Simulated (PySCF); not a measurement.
Te(Cl)(Me) (CH3ClTe), SMILES C[Te]Cl. Atoms are numbered in the order given.

```xyz
6

Te     0.4038    -0.3965     0.0000
Cl    -0.3339     1.8892     0.0000
C     -1.5974    -1.2273     0.0000
H     -1.4789    -2.3293     0.0000
H     -2.1285    -0.9024    -0.9122
H     -2.1285    -0.9024     0.9122
```

The structure is a stationary point at PBE-D3(BJ)/def2-SVP. The def2 effective core potentials stand for the cores of Te; spin–orbit coupling is left out.

The numbers are results of TDA-B3LYP/def2-SVPD run with PySCF, not measurements.

Vertical excitations.  State labels are in the subgroup Cs.

Computed UV-visible absorptions:
```tsv
state	symmetry	energy (eV)	λ (nm)	f	main pairs
S1	A"	2.20	563	0.000	HOMO→LUMO 100 %
S2	A"	4.21	295	0.000	HOMO→LUMO+1 98 %
S3	A'	4.42	281	0.008	HOMO−1→LUMO 97 %
S4	A"	5.02	247	0.001	HOMO−2→LUMO 99 %
S5	A"	5.37	231	0.070	HOMO→LUMO+2 99 %
S6	A'	5.78	214	0.024	HOMO−3→LUMO 88 %
S7	A"	5.97	208	0.003	HOMO→LUMO+3 99 %
S8	A'	6.19	200	0.069	HOMO→LUMO+4 98 %
S9	A"	6.35	195	0.020	HOMO→LUMO+5 98 %
S10	A'	6.74	184	0.048	HOMO−1→LUMO+1 82 %
T1	A"	1.49	832	0	HOMO→LUMO 99 %
T2	A"	3.64	341	0	HOMO→LUMO+1 97 %
T3	A'	3.84	323	0	HOMO−1→LUMO 99 %
T4	A"	4.49	276	0	HOMO−2→LUMO 99 %
```
Triplets are in the Tamm–Dancoff approximation.
